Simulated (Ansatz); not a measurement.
`[OH][GaH2]` + CH₃SH → `C[S][GaH2]` + H₂O  (ligand exchange at a Ga–O bond)

Isolated molecules relaxed with PBE0-D4/def2-TZVP in Ansatz; ΔE leaves out vibrations. CBS: MP2 limit from def2 TZ/QZ plus the TZ coupled-cluster correction, frozen cores. This one scheme is used for every species. For Ga outer-core shells are correlated without core-valence functions, which leaves a few kJ/mol of doubt a bond. Scalar relativity is left out up to krypton.

```json
{"species": "`[OH][GaH2]`", "CCSD/def2-TZVPP energy (Eh)": "-2000.39568"}
{"species": "CH₃SH", "CCSD/def2-TZVPP energy (Eh)": "-438.14958"}
{"species": "`C[S][GaH2]`", "CCSD/def2-TZVPP energy (Eh)": "-2362.22546"}
{"species": "H₂O", "CCSD/def2-TZVPP energy (Eh)": "-76.32939"}
```

Problem. Work out ΔE.

Solution. ΔE = (-2362.22546) + (-76.32939) − (-2000.39568) − (-438.14958) = -0.00959 Eh = -25.2 kJ/mol. CCSD(T)/CBS gives -34.2 kJ/mol.

Largest T1 diagnostic among the species: 0.015.

At CCSD(T), def2-SVP lies +15.0 kJ/mol from the extrapolated value and def2-TZVPP +7.1 kJ/mol. The D4 term adds −6.8 kJ/mol with B3LYP and −3.7 kJ/mol with PBE0; it sums over pairs of atoms, weighted by their polarisabilities, and B3LYP, whose exchange is more repulsive, gets the larger term.

B3LYP here is the variant with VWN-RPA as its local correlation; programs differ in this.
